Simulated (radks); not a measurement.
Isoelectronic series with 16 electrons, each ion in its NIST ground configuration. All-electron calculation, scalar-relativistic Kohn-Sham, PBE, spin-polarised, spherical densities, point nucleus; open shells are filled with parallel spins first (spin-orbit coupling, left out, can overturn this in heavy ions). Program: a radial shooting solver on a logarithmic mesh with Libxc functionals. Total energies (hartree) and mean radii <r> (bohr):

[
 {"ion": "S", "configuration": "[Ne] 3s2 3p4", "E (hartree)": "-399.07715", "3p down": "2.119", "3p up": "2.043", "3s down": "1.702", "3s up": "1.690"},
 {"ion": "Sc5+", "configuration": "[Ne] 3s2 3p4", "E (hartree)": "-756.34348", "3p down": "1.058", "3p up": "1.050", "3s down": "1.012", "3s up": "1.007"},
 {"ion": "Fe10+", "configuration": "[Ne] 3s2 3p4", "E (hartree)": "-1233.66698", "3p down": "0.7300", "3p up": "0.7270", "3s down": "0.7254", "3s up": "0.7229"},
 {"ion": "Ga15+", "configuration": "[Ne] 3s2 3p4", "E (hartree)": "-1832.58202", "3p down": "0.5599", "3p up": "0.5583", "3s down": "0.5661", "3s up": "0.5646"},
 {"ion": "Kr20+", "configuration": "[Ne] 3s2 3p4", "E (hartree)": "-2555.29526", "3p down": "0.4544", "3p up": "0.4534", "3s down": "0.4638", "3s up": "0.4628"},
 {"ion": "Nb25+", "configuration": "[Ne] 3s2 3p4", "E (hartree)": "-3404.58154", "3p down": "0.3823", "3p up": "0.3816", "3s down": "0.3922", "3s up": "0.3915"},
 {"ion": "Pd30+", "configuration": "[Ne] 3s2 3p4", "E (hartree)": "-4383.81136", "3p down": "0.3297", "3p up": "0.3292", "3s down": "0.3391", "3s up": "0.3386"},
 {"ion": "Sb35+", "configuration": "[Ne] 3s2 3p4", "E (hartree)": "-5497.01490", "3p down": "0.2895", "3p up": "0.2891", "3s down": "0.2980", "3s up": "0.2976"},
 {"ion": "Ba40+", "configuration": "[Ne] 3s2 3p4", "E (hartree)": "-6748.9728", "3p down": "0.2578", "3p up": "0.2575", "3s down": "0.2652", "3s up": "0.2649"},
 {"ion": "Pm45+", "configuration": "[Ne] 3s2 3p4", "E (hartree)": "-8145.3372", "3p down": "0.2321", "3p up": "0.2318", "3s down": "0.2383", "3s up": "0.2381"},
 {"ion": "Dy50+", "configuration": "[Ne] 3s2 3p4", "E (hartree)": "-9692.7908", "3p down": "0.2108", "3p up": "0.2106", "3s down": "0.2158", "3s up": "0.2156"},
 {"ion": "Lu55+", "configuration": "[Ne] 3s2 3p4", "E (hartree)": "-11399.2592", "3p down": "0.1928", "3p up": "0.1926", "3s down": "0.1966", "3s up": "0.1965"}
]
